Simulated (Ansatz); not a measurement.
Mulliken charges of Cl₂H₃Si₂, SMILES `[SiH3][Si](Cl)Cl` radical from ωB97M-V/def2-TZVPP in Ansatz (PBE0-D4/def2-TZVP geometry).

| atom | x (Å) | y (Å) | z (Å) | charge (e) |
| --- | --- | --- | --- | --- |
| Si1 | -0.447 | 0.885 | -0.257 | 0.064 |
| Si2 | 0.185 | -1.116 | 0.797 | 0.309 |
| Cl3 | 2.183 | -1.028 | 1.290 | -0.184 |
| Cl4 | -0.100 | -2.691 | -0.500 | -0.184 |
| H5 | -1.889 | 0.783 | -0.595 | -0.004 |
| H6 | -0.226 | 1.993 | 0.707 | -0.004 |
| H7 | 0.356 | 1.106 | -1.488 | 0.003 |

Task: By hand: the dipole of these point charges (1 e Å = 4.8032 D).

Result: Σ q r = (-0.345, 0.388, 0.080) e Å, of length 0.525 e Å = 2.52 D.

Task: How does the dipole of the full density compare? (Estimate.)

Result: Computed: (-0.191, 0.252, 0.010) e Å, 1.52 D; the point charges give 1.66 times that, at 8° from its direction.

Point charges leave out the atoms' own dipoles, such as those of lone pairs, and Mulliken's split depends on the basis, so the two needn't agree.
